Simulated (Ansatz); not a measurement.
The same molecule with X = Mg, Zn, Cd. Ansatz, PBE0-D4/def2-TZVP geometries, multiplicity 1. Each molecule was computed in one conformer, which needn't be the lowest.

Elements past krypton have def2 core potentials. Outer-core shells of Cd, Mg, Zn are correlated without core-valence functions. Scalar relativity is left out up to krypton. Spin–orbit coupling is left out.

| X | molecule | vertical ionisation energy (CCSD(T)/def2-TZVPP) / eV | mean X–N bond length / Å | mean X–S bond length / Å | size of the dipole moment (ωB97M-V/def2-TZVPP) / D | HOMO energy (PBE/def2-TZVPP) / eV | HOMO–LUMO gap (PBE/def2-TZVPP) / eV |
| --- | --- | --- | --- | --- | --- | --- | --- |
| Zn | `[NH2][Zn][SH]` | 9.38 | 1.814 | 2.156 | 2.06 | -5.76 | 4.33 |
| Cd | `[NH2][Cd][SH]` | 9.15 | 2.011 | 2.329 | 2.23 | -5.75 | 3.95 |

(1) Give the row for X = Mg, `[NH2][Mg][SH]`. (Best estimate.)

## Answers

(1) Ansatz gave: 
| X | molecule | vertical ionisation energy (CCSD(T)/def2-TZVPP) / eV | mean X–N bond length / Å | mean X–S bond length / Å | size of the dipole moment (ωB97M-V/def2-TZVPP) / D | HOMO energy (PBE/def2-TZVPP) / eV | HOMO–LUMO gap (PBE/def2-TZVPP) / eV |
| --- | --- | --- | --- | --- | --- | --- | --- |
| Mg | `[NH2][Mg][SH]` | 8.95 | 1.879 | 2.290 | 1.87 | -5.17 | 3.36 |

From Mg to Cd the vertical ionisation energy (CCSD(T)/def2-TZVPP) isn't monotonic: highest at Zn, lowest at Mg; the mean X–N bond length isn't monotonic: highest at Cd, lowest at Zn; the mean X–S bond length isn't monotonic: highest at Cd, lowest at Zn; the HOMO energy (PBE/def2-TZVPP) isn't monotonic: highest at Mg, lowest at Zn; the HOMO–LUMO gap (PBE/def2-TZVPP) isn't monotonic: highest at Zn, lowest at Mg. Bonds lengthen as the atom grows down the group. Dipoles are sizes alone, and their direction can turn along the series.
